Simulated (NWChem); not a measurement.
C₂H₇Al; SMILES [CH3][AlH][CH3]

Computed with NWChem. Pople sets run with spherical d functions. STO-3G and 3-21G are far too small for this property and stand as cheap habits. All runs use the structure optimised with PBE-D3(BJ)/def2-SVP. Vertical excitations in the gas phase; the lowest state need not have the same character in each row.

```json
[
 {"level": "PBE/3-21G, TDA", "basis functions": "45", "lowest excitation, singlet (eV)": "4.86", "oscillator strength of that lowest state": "0.000", "lowest state with f > 0.02, singlet (eV)": "[?]", "orbital gap (eV)": "4.78"},
 {"level": "PBE/6-31G*, TDA", "basis functions": "60", "lowest excitation, singlet (eV)": "4.84", "oscillator strength of that lowest state": "0.000", "lowest state with f > 0.02, singlet (eV)": "6.98", "orbital gap (eV)": "4.76"},
 {"level": "PBE/6-31+G*, TDA", "basis functions": "72", "lowest excitation, singlet (eV)": "4.88", "oscillator strength of that lowest state": "0.000", "lowest state with f > 0.02, singlet (eV)": "5.94", "orbital gap (eV)": "4.81"},
 {"level": "PBE/def2-SVP, TDA", "basis functions": "81", "lowest excitation, singlet (eV)": "4.95", "oscillator strength of that lowest state": "0.000", "lowest state with f > 0.02, singlet (eV)": "6.86", "orbital gap (eV)": "4.87"},
 {"level": "PBE/def2-SVPD, TDA", "basis functions": "120", "lowest excitation, singlet (eV)": "4.98", "oscillator strength of that lowest state": "0.000", "lowest state with f > 0.02, singlet (eV)": "6.18", "orbital gap (eV)": "4.90"},
 {"level": "PBE/def2-TZVP, TDA", "basis functions": "141", "lowest excitation, singlet (eV)": "4.95", "oscillator strength of that lowest state": "0.000", "lowest state with f > 0.02, singlet (eV)": "6.51", "orbital gap (eV)": "4.88"},
 {"level": "PBE/aug-cc-pVDZ, TDA", "basis functions": "136", "lowest excitation, singlet (eV)": "4.91", "oscillator strength of that lowest state": "0.000", "lowest state with f > 0.02, singlet (eV)": "5.91", "orbital gap (eV)": "4.84"}
]
```

Q: Some entries are withheld; supply them.

A: 
- PBE/3-21G, TDA, lowest state with f > 0.02, singlet (eV): 7.44
